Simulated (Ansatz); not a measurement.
Reaction (redistribution): `[CH3][Ga]([NH2])[Cl]` + `O[Si](F)(O[SiH3])O[SiH3]` → `[CH3][Ga]([NH2])[OH]` + `F[Si](Cl)(O[SiH3])O[SiH3]`

Program: Ansatz. Geometries: PBE0-D4/def2-TZVP. ΔE: electronic, gas phase. CBS: MP2 limit from def2 TZ/QZ plus the TZ coupled-cluster correction, frozen cores. DFT in def2-TZVPP. B3LYP here is the variant with VWN-RPA as its local correlation; programs differ in this. For Ga outer-core shells are correlated without core-valence functions, which leaves a few kJ/mol of doubt a bond. Scalar relativity is left out up to krypton. Each species was taken in one conformer, which may not be the lowest.

| level | ΔE (kcal/mol) | difference from CCSD(T)/CBS |
| --- | --- | --- |
| PBE-D4 | 18.3 | -1.6 |
| PBE0-D4 | 20.2 | 0.3 |
| ωB97X-V | 20.0 | 0.1 |
| ωB97M-V | 20.4 | 0.5 |
| B2PLYP | 20.4 | 0.5 |
| PBE0 | 20.5 | 0.6 |
| B3LYP | 20.9 | 1.0 |
| HF/def2-TZVPP | 25.4 | 5.5 |
| MP2/def2-TZVPP | 19.5 | -0.4 |
| CCSD/def2-TZVPP | 21.0 | 1.1 |
| CCSD(T)/def2-TZVPP | 20.3 | 0.4 |
| HF/def2-QZVPP | 25.2 | 5.3 |
| MP2/def2-QZVPP | 19.2 | -0.7 |
| SCS-MP2/def2-QZVPP | 19.6 | -0.3 |
| HF/CBS(def2) | 25.1 | 5.2 |
| MP2/CBS(def2) | 19.0 | -0.9 |
| CCSD(T)/CBS | 19.9 | 0 |

Largest T1 diagnostic among the species: 0.013.

In def2-TZVPP, CCSD(T) changes the Hartree–Fock value by −5.0 kcal/mol (the triples alone add −0.7 kcal/mol) and MP2 by −5.9 kcal/mol. From PBE to PBE0 (25 % exact exchange), in def2-TZVPP and without D4, ΔE moves by +1.9 kcal/mol.
